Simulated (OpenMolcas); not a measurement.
# Ag3+: moving or changing the point charges

Ag3+ among 8 point charges of -1.2 e arranged as a cube (Oh), 1.88 Å from the ion.
```
   1.0854    1.0854    1.0854  -1.20
   1.0854    1.0854   -1.0854  -1.20
   1.0854   -1.0854    1.0854  -1.20
   1.0854   -1.0854   -1.0854  -1.20
  -1.0854    1.0854    1.0854  -1.20
  -1.0854    1.0854   -1.0854  -1.20
  -1.0854   -1.0854    1.0854  -1.20
  -1.0854   -1.0854   -1.0854  -1.20
```

```
Program             : OpenMolcas
Method              : CASSCF
Basis               : ANO-RCC-VDZP [6s5p3d1f]
Scalar Hamiltonian  : DKH2, point nucleus
Active space        : 8 electrons in 5 orbitals (4d)
State averaging     : 2S+1 = 3 even, 10 roots; 2S+1 = 1 even, 15 roots
Spin-orbit coupling : state interaction with AMFI integrals over the reference wave functions
```

Runs around this geometry, states (labels of O, the rotations of Oh). Energies in cm-1 above the lowest state or level, χT in cm3 K/mol; under a threefold ground state the first gap can be a small split of the lowest multiplet, not the spin-orbit step; 10Dq and B are least-squares fits to the states below 45000 cm-1, weighted by degeneracy, with a free offset, and given where the rms deviation is under 5 % of |10Dq| (or 100 cm-1) and under 700 cm-1; 10Dq is negative for this site.

| R (Å) | q (e) | Ground state | First state of that spin | 10Dq | B (rms of fit) | First gap with spin-orbit (degeneracies) | χT at 300 K | First state of another spin |
| --- | --- | --- | --- | --- | --- | --- | --- | --- |
| 1.88 | -0.6 | 3T1 | 3T2 2080 | -2482 | 1020 (27) | 574.3 (1, 3) | 2.482 | 1T2 14087 |
| 1.71 | -1.2 | 3T1 | 3T2 6665 | -7581 | 1012 (102) | 1068 (1, 3) | 1.410 | 1T2 14883 |
| 1.88 | -1.2 | 3T1 | 3T2 4299 | -4987 | 1016 (65) | 891.2 (1, 3) | 1.732 | 1T2 14608 |
| 2.03 | -1.2 | 3T1 | 3T2 3000 | -3531 | 1019 (44) | 732.3 (1, 3) | 2.076 | 1T2 14349 |

Taking |10Dq| as R^-n, n = -ln(3531 / 7581) / ln(2.03 / 1.71) = 4.5 between the shortest and longest distance. The point-charge formula for a cubic d site gives n = 5.

Scaling the charges by -0.6 / -1.2 = 0.50 scales |10Dq| by 2482 / 4987 = 0.50; with fixed orbitals a first-order splitting would follow the charge.

An orbital triplet at a regular site is open to Jahn-Teller coupling, which can distort the site and quench the lowest spin-orbit gaps and is left out. Without dynamic correlation the repulsion within the d shell is too large (B by tens of per cent), so at a given field states of lower spin stand too high. Real 4d8 and 5d8 ions are as a rule square planar and diamagnetic. The ground term spreads over less than 5000 cm-1, several times less than with real ligands, so orbital moments are less quenched and χT lies further from the spin-only value than at real sites (holds for R = 1.88, q = -0.6). This is an electrostatic model: the charges have no orbitals. No measured value stands beside these numbers.
